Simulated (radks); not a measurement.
The numbers below are computed, except where a source is named.
Task: These are the eigenvalues of the occupied orbitals of an atom or ion with whole-number occupations (hartree). Level of theory: scalar-relativistic Kohn-Sham, BLYP, spin-unpolarised, spherical densities, point nucleus (a radial shooting solver on a logarithmic mesh with Libxc functionals).

orbital  eigenvalue
1s        -101.1661
2s         -9.28259
2p         -7.04608
3s         -0.75495
3p         -0.31087

Which element is it, and in what charge state? The configuration may be excited.

Result: Z = 17, chlorine, charge 0: Cl in [Ne] 3s2 3p5. The list shows which subshells hold electrons but not how many an open one holds; the 1s level, -101.17 hartree, gives Z - s = 14.2 by -(Z - s)^2/2, which with screening and relativity narrows Z to a few neighbours, and the depths of the outer levels then fix element, charge and occupations together.
